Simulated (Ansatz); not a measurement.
Stepwise reaction of `C[O][GaH][O]C` with hydrogen, as a gas-phase model of exchange steps in deposition or etching. ΔE in kJ/mol; ΔG adds harmonic PBE0-D4 terms to CCSD(T)/CBS, at 1 bar.

Isolated molecules relaxed with PBE0-D4/def2-TZVP in Ansatz; ΔE leaves out vibrations. CCSD(T)/CBS is the MP2 limit (def2-TZVPP, def2-QZVPP) plus CCSD(T) − MP2 in def2-TZVPP, frozen cores. This one scheme is used for every species. Functionals use def2-TZVPP. B3LYP here is the variant with VWN-RPA as its local correlation; programs differ in this. For Ga outer-core shells are correlated without core-valence functions, which leaves a few kJ/mol of doubt a bond. Scalar relativity is left out up to krypton. Each species was taken in one conformer, which may not be the lowest.

```csv
step,reaction,PBE-D4,B3LYP-D4,ωB97M-V,CCSD(T)/CBS,ΔG(600 K)
1,`C[O][GaH][O]C` + H₂ → `C[O][GaH2]` + CH₃OH,37.3,40.6,36.3,42.9,38.3
2,`C[O][GaH2]` + H₂ → `[GaH3]` + CH₃OH,53.2,53.1,47.2,54.0,52.7
```

By hand: ΔE of the 2 steps together at CCSD(T)/CBS.

(42.9) + (54.0) = 96.9 kJ/mol, or 48.5 kJ/mol a step.

In ΔE each step is higher than the one before. All are uphill at CCSD(T)/CBS. ΔG lies between 38.3 and 52.7 kJ/mol a step. PBE-D4 differs from CCSD(T)/CBS by -5.6 to -0.8 kJ/mol a step. Isolated molecules leave out the surface, adducts and barriers. Largest T1 diagnostic: 0.015.
